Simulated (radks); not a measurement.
Initial-state core-level shifts of the argon ion Ar3+ when its valence configuration changes from [Ne] 3s2 3p3. All-electron calculation, scalar-relativistic Kohn-Sham, PBE, spin-polarised, spherical densities, finite nucleus; open shells are filled with parallel spins first; Fermi nuclear charge, rms radius 3.4274 fm. Program: a radial shooting solver on a logarithmic mesh with Libxc functionals. Shifts are changes of the shell-averaged eigenvalues in eV (positive: less bound); the change of the density at the nucleus, which sets a Mossbauer isomer shift, is in e/bohr^3, on a base of 4362.

valence          1s      2s      2p  density at nucleus
3s1 3p4      -0.976  -1.040  -1.009            -20.6559
3p5          -2.302  -2.388  -2.328            -41.6699
3s0.5 3p4.5  -1.692  -1.761  -1.716            -31.1537
3s1.5 3p3.5  -0.489  -0.521  -0.506            -10.3178
